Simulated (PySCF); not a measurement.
**Magnetic susceptibility: `CO[C@H]1CCCO1`, C5H10O2**

Geometry:
```csv
atom,x (Å),y (Å),z (Å)
C1,2.405,-0.242,0.780
O2,1.173,-0.788,0.366
C3,0.427,0.065,-0.461
C4,-0.866,-0.659,-0.839
C5,-1.742,-0.343,0.372
C6,-1.256,1.054,0.780
O7,0.030,1.239,0.195
H8,2.257,0.690,1.332
H9,3.050,-0.045,-0.085
H10,2.868,-0.986,1.424
H11,1.041,0.375,-1.323
H12,-1.276,-0.224,-1.750
H13,-0.690,-1.721,-0.978
H14,-1.538,-1.059,1.167
H15,-2.805,-0.354,0.142
H16,-1.178,1.165,1.865
H17,-1.907,1.844,0.390
```

Method used: GIAO PBE0/pcSseg-1 magnetisability, rotational g tensor and spin-rotation constants, non-relativistic, gas phase in PySCF 2.14.0. Geometry: GFN2-xTB.

How diamagnetic is it, and how anisotropic?

Isotropic -1148 × 10⁻³⁰ J/T², or -69.1 × 10⁻⁶ cm³/mol; principal values -1208, -1132, -1105 × 10⁻³⁰ J/T², anisotropy 93 × 10⁻³⁰ J/T² (root of half the summed squared differences of the principal values). The susceptibility is in cgs units.

Split it along the inertial axes a, b, c into diamagnetic and paramagnetic parts about the centre of mass, with the quadrupole moment.


```csv
axis,χ (10⁻⁶ cm³/mol),diamagnetic (10⁻⁶ cm³/mol),paramagnetic (10⁻⁶ cm³/mol),summed x² of all electrons (Å²),quadrupole Θ (D Å)
a,-72.4,-344.3,271.8,130.8,+5.99
b,-66.9,-681.4,614.6,51.4,-4.72
c,-68.1,-772.9,704.8,29.8,-1.27
```
Anisotropies 2χaa − χbb − χcc = -9.9 and 2χbb − χaa − χcc = +6.8 × 10⁻⁶ cm³/mol. Θ is traceless in Buckingham's convention.

And the rotational g tensor?


| axis | rotational constant (GHz) | g | nuclear part | electronic part |
| --- | --- | --- | --- | --- |
| a | 5.0115 | -0.0135 | 0.6266 | -0.6400 |
| b | 2.1428 | -0.0050 | 0.6136 | -0.6187 |
| c | 1.8392 | -0.0050 | 0.6040 | -0.6089 |

Asymmetric top; isotopes 12C, 1H, 16O; no vibrational averaging.
